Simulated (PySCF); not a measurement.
These are PBE0-D3(BJ)/def2-TZVP // PBE0-D3(BJ)/def2-SVP run with PySCF 2.14.0 values and carry that method's errors. All species are isolated molecules in the gas phase. Delta-SCF ions had no search for a lower state. Excitations are Tamm–Dancoff values on a coarser integration grid. The basis has no diffuse functions, so Rydberg states are missing or too high.

Reference species (SMILES): `[SiH3]c1c(Cl)ccc2ccsc12` (neutral, multiplicity 1).

```
Property                                   Value
--------------------------------------  --------
HOMO                                    -6.52 eV
S1 excitation (TDA)                      4.60 eV
vertical ionisation energy (Delta-SCF)   8.08 eV
```

Changed species: `[SiH3]c1c(cc2c(scc2)c1)Cl`.

**Question.** Predict the effect on the HOMO, S1 excitation (TDA) and vertical ionisation energy (Delta-SCF).

**Answer.** the HOMO falls by 0.11 eV, to -6.63 eV; the S1 excitation (TDA) falls by 0.13 eV, to 4.47 eV; the vertical ionisation energy (Delta-SCF) rises by 0.10 eV, to 8.18 eV.
